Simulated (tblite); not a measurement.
C8H16N2.
Geometry (GFN2-xTB, Å), atoms numbered from 1 in this order:
```
atom  x, y, z in Å
C1     3.9487    0.5905   -0.4913
C2     2.4722    0.3359   -0.2140
C3     1.9054   -0.7221   -1.1169
N4     0.7178   -0.7779   -1.5476
N5    -0.2048    0.1289   -1.4469
C6    -1.1483    0.2360   -0.6094
C7    -2.1777    1.2913   -0.8642
C8    -1.2806   -0.6450    0.6160
C9    -2.5113   -1.5476    0.5071
C10   -1.3294    0.1877    1.8978
H11    4.5246   -0.3219   -0.3497
H12    4.0896    0.9326   -1.5144
H13    4.3375    1.3506    0.1832
H14    1.8936    1.2549   -0.3457
H15    2.3471    0.0148    0.8268
H16    2.5602   -1.5227   -1.4336
H17   -3.1724    0.8524   -0.9119
H18   -1.9640    1.7897   -1.8049
H19   -2.1718    2.0298   -0.0642
H20   -0.3906   -1.2859    0.6497
H21   -3.4261   -0.9605    0.5414
H22   -2.4882   -2.1058   -0.4263
H23   -2.5289   -2.2553    1.3334
H24   -0.4791    0.8655    1.9471
H25   -1.2993   -0.4658    2.7672
H26   -2.2451    0.7723    1.9445
```

Level: GFN2-xTB in tblite, geometry and Hessian alike; calculated harmonic values, unscaled, isolated species. Against measured fundamentals such values can be off by several per cent, at times by over 20. One conformer, not necessarily the lowest. The optimisation stopped once no atom felt more than 0.01 eV/Å.

Lowest wavenumbers of the output (negative numbers stand for imaginary wavenumbers):
```
mode    cm-1
  1     -29.3
  2      23.9
  3      51.4
  4      83.2
  5     119.4
  6     137.9
  7     189.3
  8     219.4
  9     232.8
 10     253.5
 11     274.8
 12     289.2
 13     322.0
 14     342.3
 15     451.9
```

Q: Is this structure a minimum?

A: Not by this Hessian. 1 mode is imaginary beyond 20i (29i cm⁻¹), so at this level the point lies at or near a first-order saddle. The curvature is small, so loose convergence or finite differences may be the whole cause.

Q: Which atoms move in the imaginary mode?

A: 29i: C10 (methyl carbon) 27 %, C9 (methyl carbon) 23 %. These are shares of the mass-weighted motion.

Q: What is the remedy?

A: Step along that mode in both directions, optimise again with tighter thresholds and repeat the frequencies. The zero-point energy of this point (142.6 kcal/mol) counts the 71 real modes alone, and thermal corrections from it aren't those of a minimum.

Hardware: an AMD EPYC 7B13 with one thread, no GPU (shared host). Cost: 1.5 s wall. This covers the Hessian and the dipole derivatives.
